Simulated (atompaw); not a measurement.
# Logarithmic derivatives: strontium, PAW (atompaw)

atompaw 4.2.0.5 input, output lines left out:

```
Sr 38
GGA-PBE scalarrelativistic loggrid 1500 logderivrange -2 5 176
5 5 4 0 0 0
5 0 1.5
5 1 0.5
4 2 0
0 0 0
c
c
c
c
v
c
c
c
v
c
v
2
3.00 2.80 2.70 1.70
y
1.25
n
y
0.45
n
y
2.2
n
custom polynom vanderbiltortho besselshape
3 1 troulliermartins
2.70
2.70
3.00
3.00
3.00
3.00
```

The phase is arctan(r·u′/u) with u = r·R(r), unwrapped; energies in Ry, scanned from -2 to 5 Ry. A pole is an energy at which the radial function vanishes at the test radius. The pseudo phase is shifted by a multiple of π to meet the all-electron one at the reference energy, and phase errors are pseudo minus all-electron; the curves can meet again beyond the range given. Levels narrower than the energy grid can be missing from the lists of poles.

For each channel, where are the poles, and over which energies does the pseudopotential scatter like the atom?

```tsv
channel	radius (bohr)	reference energy (Ry)	poles, all-electron	poles, pseudo	unbroken range about the reference energy with phases within 0.05 rad	phase error 1 Ry above the reference energy (rad)
s	3.00	-0.28	2.28	2.27	below 4.6	-0.000
p	3.00	-0.12	-1.59, 3.30	-1.60, 3.29	the whole range	+0.000
d	3.00	-0.13	0.55	0.55	the whole range	+0.000
```

Note: ghost states, extra bound levels that the all-electron valence spectrum of the same l lacks: s at -43.2 eV, p at -23.5 eV. A true bound ghost makes a file unfit for plane-wave use.

Phases in the s channel:

| E (Ry) | all-electron | pseudo |
| --- | --- | --- |
| -2.00 | 1.317 | 1.315 |
| -1.52 | 1.258 | 1.258 |
| -1.04 | 1.164 | 1.164 |
| -0.56 | 0.961 | 0.961 |
| -0.08 | 0.327 | 0.327 |
| 0.40 | -0.841 | -0.841 |
| 0.88 | -1.277 | -1.278 |
| 1.36 | -1.436 | -1.436 |
| 1.84 | -1.519 | -1.519 |
| 2.32 | -1.575 | -1.575 |
| 2.80 | -1.620 | -1.621 |
| 3.28 | -1.664 | -1.667 |
| 3.76 | -1.714 | -1.721 |
| 4.24 | -1.784 | -1.804 |
| 4.72 | -1.909 | -1.985 |
